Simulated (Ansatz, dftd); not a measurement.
System: SiNH$_{2}$F, charge 0, singlet. SiNH2F (SMILES N[Si]F).
B3LYP-D3(BJ)/def2-TZVP minimum from Ansatz (a program for electronic structure):
```xyz
5

Si    -0.3617     0.1332     0.5061
F      0.8333     1.0556    -0.1092
N     -0.2750    -1.1668    -0.5989
H      0.3750    -1.2296    -1.3715
H     -0.8864    -1.9674    -0.5390
```
Charge 0, spin multiplicity 1.

Wanted: atomisation energy (electronic, to ground-state atoms), in kcal/mol. Radicals and triplets start from unrestricted determinants; spin-orbit coupling is neglected. Cores are frozen in correlated methods. Rows without X2C or -DK are non-relativistic. CBS(X,Y): correlation extrapolated as X^-3, Hartree-Fock from the larger set (Q,5: extrapolated as (X+1)exp(-9√X)). A bracket is a step between two methods taken in the basis named. Functionals run without relativity, which enters their misses. Double hybrids freeze cores in their MP2 part. '+ core + X2C': CCSD(T) terms for core correlation (cc-pwCVTZ, 1s frozen past Ne) and scalar relativity (cc-pVTZ-DK). Where a partner has so few electrons that a lower coupled-cluster level is exact, that level stands in.

Compared with CCSD(T)/CBS(cc-pV(Q+d)Z,cc-pV(5+d)Z) + [CCSDT(Q) - CCSD(T)]/cc-pV(T+d)Z + core + X2C (Ansatz): 438.2 kcal/mol.

Rank these levels by how close they come to it, closest first: B2GP-PLYP-D4/def2-TZVPD (Ansatz + dftd4); r2SCANh/def2-TZVPD (Ansatz); r2SCANh-D4/def2-TZVPD (Ansatz + dftd4); r2SCAN-D3(BJ)/def2-TZVPD (Ansatz + dftd3); MP2/CBS(cc-pV(T+d)Z,cc-pV(Q+d)Z) (Ansatz).

r2SCAN-D3(BJ)/def2-TZVPD (431.7 kcal/mol, difference -6.5), B2GP-PLYP-D4/def2-TZVPD (430.1 kcal/mol, difference -8.1), MP2/CBS(cc-pV(T+d)Z,cc-pV(Q+d)Z) (448.1 kcal/mol, difference 9.9), r2SCANh-D4/def2-TZVPD (426.9 kcal/mol, difference -11.3), r2SCANh/def2-TZVPD (426.6 kcal/mol, difference -11.6)
